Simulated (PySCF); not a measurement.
(2R)-1-silyloxypropan-2-ol (C3H10O2Si), SMILES C[C@@H](O)CO[SiH3].

Coordinates come from a B3LYP-D3(BJ)/def2-SVP optimisation. Other conformers were not sampled.

Two levels are set side by side: TDA-PBE/def2-SVPD (PySCF) and TDA-CAM-B3LYP/def2-SVPD (PySCF). Vertical, same geometry. The lowest singlet is HOMO→LUMO 100 % with PBE and HOMO−1→LUMO 77 %, HOMO→LUMO 13 % with the other functional; states are paired by order. Differences are taken from unrounded values.

```csv
quantity,TDA-CAM-B3LYP,TDA-PBE,TDA-PBE minus TDA-CAM-B3LYP
lowest singlet excitation (eV),7.17,5.37,-1.80
lowest triplet excitation (TDA) (eV),6.82,5.30,-1.52
```

Functionals without exact exchange tend to place singlet excitations lower, as here. Differences between two approximate levels are no errors against the true value.

Rough cost on one machine, each run with all the roots and properties that it gave: TDA-CAM-B3LYP against TDA-PBE about 5 times.
